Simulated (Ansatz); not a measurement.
Frontier orbitals of CH$_{5}$BOSi (`O=CB[SiH3]`).

```xyz
9

O    -1.9112   -0.9736   -0.2475
C    -0.8080   -1.5005   -0.2661
B    -0.0829   -0.4850    0.6251
Si    0.7073    1.1981   -0.1374
H    -0.6150   -2.4352   -0.8192
H    -0.1309   -0.6815    1.8032
H     2.1841    1.1193    0.0639
H     0.4432    1.3496   -1.5935
H     0.2135    2.4088    0.5716
```

Total charge 0; spin multiplicity 1. All single points use the PBE0-D4/def2-TZVP geometry. It is one conformer, not always the lowest. Basis def2-TZVPP, Ansatz.

```tsv
functional	HOMO (eV)	LUMO (eV)	gap (eV)
PBE	-6.46	-2.81	3.65
PBE0	-7.80	-1.81	5.99
BHLYP	-9.14	-0.75	8.39
ωB97X-V	-10.20	0.41	10.61
ωB97M-V	-10.12	0.16	10.28
```

From PBE to PBE0 the HOMO moves by −1.35 eV and the LUMO by +1.01 eV, and with ωB97M-V by −3.66 and +2.97 eV, so the gap grows from 3.64 to 10.28 eV with exact exchange. A positive LUMO is unbound and depends on the basis.
